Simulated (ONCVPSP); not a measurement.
iron, ONCV: configuration errors across variants

| Item | Value |
| --- | --- |
| Element | Fe |
| Generator | ONCVPSP 4.0.1 |
| Type | optimised norm-conserving Vanderbilt (ONCV) |
| Functional | LDA (Perdew-Wang 92) |
| Relativity | scalar-relativistic |
| Frozen core | [Ne] |
| Valence charge | 16 |
| Reference configuration | 3s2 3p6 3d6 4s2 |
| Partial waves | 3s+4s: rc 1.35 bohr, ncon 4, nbas 9, qcut 10.3 1/bohr, 2 projectors; 3p: rc 1.00 bohr, ncon 3, nbas 6, qcut 17.5 1/bohr, 2 projectors, debl 1.4 Ha; 3d: rc 1.90 bohr, ncon 4, nbas 8, qcut 7.2 1/bohr, 2 projectors, debl 3.5 Ha |
| Local potential | polynomial inside 0.70 bohr (lpopt 5, dvloc0 0 Ha) |
| Core correction | Teter function, fcfact 6, rcfact 1.3 |

In the p channel the program set the typed energies aside and used -2.202, 0.250 Ha.

All-electron excitation energies from the reference (eV): (1) 3s2 3p6 3d6 4s1 8.974; (2) 3s2 3p6 3d6 4s0 25.459; (3) 3s2 3p6 3d5 4s0 59.993; (4) 3s1 3p6 3d6 4s2 101.399.

1 further variants failed, have other tests or too few solved ones, and are left out.

Errors AE − PS in meV (a dash: test not solved or not reliable):

| change | (1) | (2) | (3) | (4) | bound ghosts | GHOST(+) flags above zero |
| --- | --- | --- | --- | --- | --- | --- |
| base | +2.6 | +15 | +137 | -675 | none | s |
| all radii but the core radius scaled by about 1.05 (s 1.42, p 1.06, d 2.00 bohr); local potential polynomial inside 0.74 bohr (lpopt 5, dvloc0 0 Ha) | +2.7 | +14 | +165 | -770 | none | s |
| local potential polynomial inside 0.70 bohr (lpopt 5, dvloc0 5 Ha) | +2.5 | +14 | +132 | -678 | none | none |
| p: debl 5.3 | +2.6 | +15 | +137 | -675 | none | s |
| p: rc 1.22 | +2.6 | +15 | +138 | -669 | none | s |

(1) Give the same row for: local potential polynomial inside 0.95 bohr (lpopt 4, dvloc0 0 Ha).

Answers

(1) +2.5, +14, +127, -678; bound ghosts: none; GHOST(+) flags above zero: none.
